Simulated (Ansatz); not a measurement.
Breaking the Cd1–H2 bond in CdH2Se (SMILES [SeH][CdH]) (multiplicity 1 held, fragments rigid). Energies count from the point at 1.673 Å.
Geometry at that point (charge 0, multiplicity 1):
```
atom    x (Å)    y (Å)    z (Å)
----  -------  -------  -------
Cd    -0.5778  -0.4349  -0.7165
H     -1.5269  -1.1554  -1.8906
Se     0.8327   0.6655   1.0152
H      0.9514  -0.5964   1.7664
```

Signs of static correlation in def2-TZVPP, with CASSCF(2,2), from Ansatz (a first-principles code) runs.

```csv
R (Å),T1 of restricted CCSD,⟨S²⟩ of UHF,largest double amplitude of restricted CCSD,weight of the CASSCF reference in MRCISD,CASSCF natural occupations
1.338,0.013,0.000,0.052,0.890,1.98 0.02
1.506,0.014,0.000,0.039,0.890,1.98 0.02
1.673,0.015,0.000,0.050,0.890,1.97 0.03
1.840,0.016,0.000,0.052,0.891,1.96 0.04
2.007,0.017,0.000,0.067,0.891,1.94 0.06
2.258,0.020,0.000,0.115,0.891,1.91 0.09
2.509,0.024,0.412,0.170,0.892,1.87 0.13
2.927,0.035,___,0.282,0.892,1.74 0.26
3.346,0.050,0.926,0.424,0.892,1.57 0.43
3.847,0.068,0.986,___,0.892,1.35 0.65
4.517,0.084,1.007,0.803,0.892,1.17 0.83
5.353,0.090,1.012,0.927,0.892,1.06 0.94
```

Q: Complete the blanks.

A: 
- 2.927, ⟨S²⟩ of UHF: 0.785
- 3.847, largest double amplitude of restricted CCSD: 0.607

Doubts at one or more of the structures used: a restricted determinant that unrestricted orbitals would lower (R-CCSD(T)/def2-TZVPP); other coupled-cluster roots lie near (R-CCSD(T)/def2-TZVPP); T1 above 0.05 (R-CCSD(T)/def2-TZVPP); a spin-contaminated determinant (U-CCSD(T)/def2-TZVPP).
